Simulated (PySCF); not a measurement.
Job file and geometry (Å, from GFN2-xTB) of an NMR shielding run on `InChI=1S/C7H9FSi/c8-4-5-3-7(9)2-1-6(5)7/h1-3,6H,4H2,9H3/t6-,7-/m0/s1`, GIAO PBE0/pcSseg-1 NMR shielding, non-relativistic, gas phase in PySCF; density fitting, a coarse starting grid and PySCF grid level 2 are the driver's defaults:

```
$ OMP_NUM_THREADS=1 python probes_run.py task.json out

{"job": {"kind": "nmr", "xc": "PBE0", "basis": "pcSseg-1"}, "charge": 0, "multiplicity": 1}
F     -3.163961    -0.932202     0.747113
C     -2.666085    -0.192578    -0.307854
C     -1.182520    -0.152125    -0.276072
C     -0.198887    -0.460372    -1.121016
C      0.901407    -0.029987    -0.178650
Si     2.277059    -1.233029     0.286532
C      1.171912     1.458384    -0.240513
C      0.204463     1.774863     0.613406
C     -0.254882     0.351542     0.807499
H     -3.034057    -0.662344    -1.226128
H     -3.090039     0.814201    -0.199034
H     -0.158652    -0.825007    -2.130348
H      3.189062    -1.348191    -0.854018
H      1.670000    -2.526868     0.595633
H      2.981537    -0.693897     1.450254
H      1.886045     2.013626    -0.818963
H     -0.175369     2.689870     1.028413
H     -0.365794    -0.039568     1.812090
```

Question: Write the output of this run.

Answer: 
```
coarse grid: 15896 points
cycle   1  E = -660.6474762312  dE =  1.455e+00  |g| = 5.353e-01  |ddm| = 4.012e+00
cycle   2  E = -660.6177221002  dE =  2.975e-02  |g| = 7.055e-01  |ddm| = 1.089e+00
cycle   3  E = -660.7046507310  dE = -8.693e-02  |g| = 6.502e-02  |ddm| = 6.039e-01
cycle   4  E = -660.7051487307  dE = -4.980e-04  |g| = 3.989e-02  |ddm| = 8.432e-02
cycle   5  E = -660.7054840191  dE = -3.353e-04  |g| = 1.570e-02  |ddm| = 4.878e-02
cycle   6  E = -660.7055402279  dE = -5.621e-05  |g| = 4.654e-03  |ddm| = 1.961e-02
cycle   7  E = -660.7055453787  dE = -5.151e-06  |g| = 8.594e-04  |ddm| = 5.407e-03
final grid: 150336 points
cycle   8  E = -660.7671211816  dE = -3.887e-05  |g| = 8.474e-03  |ddm| = 4.351e-02
cycle   9  E = -660.7671091543  dE =  1.203e-05  |g| = 1.149e-02  |ddm| = 2.166e-02
cycle  10  E = -660.7671389713  dE = -2.982e-05  |g| = 1.039e-03  |ddm| = 1.202e-02
cycle  11  E = -660.7671391671  dE = -1.958e-07  |g| = 3.285e-04  |ddm| = 1.096e-03
cycle  12  E = -660.7671391852  dE = -1.800e-08  |g| = 1.764e-04  |ddm| = 4.648e-04
cycle  13  E = -660.7671391926  dE = -7.452e-09  |g| = 3.686e-05  |ddm| = 1.908e-04
cycle  14  E = -660.7671391929  dE = -2.710e-10  |g| = 1.270e-05  |ddm| = 4.331e-05
converged SCF energy = -660.7671391929

GIAO shielding tensors (ppm)
atom      isotropic    diamagn.    paramagn.     s11        s22        s33       span
  0 F      416.121     471.134     -55.013    390.402    405.459    452.503     62.102
  1 C      104.496     237.173    -132.677     76.752     86.059    150.676     73.925
  2 C       26.820     261.389    -234.568    -80.532      9.096    151.897    232.429
  3 C       33.945     250.023    -216.078    -70.576     20.654    151.758    222.334
  4 C      138.407     255.304    -116.897    111.265    147.973    155.984     44.719
  5 Si     422.812     879.935    -457.123    402.207    403.365    462.864     60.657
  6 C       29.789     253.112    -223.323    -85.808     19.100    156.076    241.885
  7 C       37.829     253.935    -216.106    -74.714     24.932    163.269    237.983
  8 C      132.689     246.912    -114.222    105.270    136.929    155.868     50.597
  9 H       26.406      26.804      -0.398     22.389     27.013     29.816      7.427
 10 H       26.672      27.068      -0.396     23.215     26.737     30.065      6.849
 11 H       24.832      33.882      -9.051     23.152     24.876     26.466      3.314
 12 H       27.378      28.737      -1.359     24.288     25.281     32.566      8.278
 13 H       27.719      28.841      -1.122     24.223     26.397     32.535      8.312
 14 H       27.718      28.733      -1.015     24.360     26.120     32.674      8.314
 15 H       24.758      32.287      -7.529     23.121     24.932     26.222      3.102
 16 H       24.730      32.093      -7.363     23.296     24.954     25.940      2.644
 17 H       27.636      31.992      -4.357     25.525     27.515     29.867      4.342
```

Question: Turn these shieldings into chemical shifts. Scale: ¹⁹F (170.95 ppm) against CFCl3; ¹³C (186.93 ppm) and ²⁹Si (349.16 ppm) and ¹H (31.72 ppm) against TMS (reference shieldings calculated alike).

Answer: Averaging equivalent atoms: F 0: -245.2; C 2: 160.1; C 6: 157.1; C 3: 153.0; C 7: 149.1; C 1: 82.4; C 8: 54.2; C 4: 48.5; Si 5: -73.7; H 16: 6.99; H 15: 6.96; H 11: 6.89; H 9: 5.31; H 10: 5.04; H 12/13/14: 4.11; H 17: 4.08 ppm. Unscaled 19F shifts against computed CFCl3 carry errors that often reach 10 to 50 ppm.

Size and cost of the density-fitted run: 205 basis functions, 91 s wall time on 1 thread of an Arm Neoverse N1, shared host; peak memory 0.93 GiB.
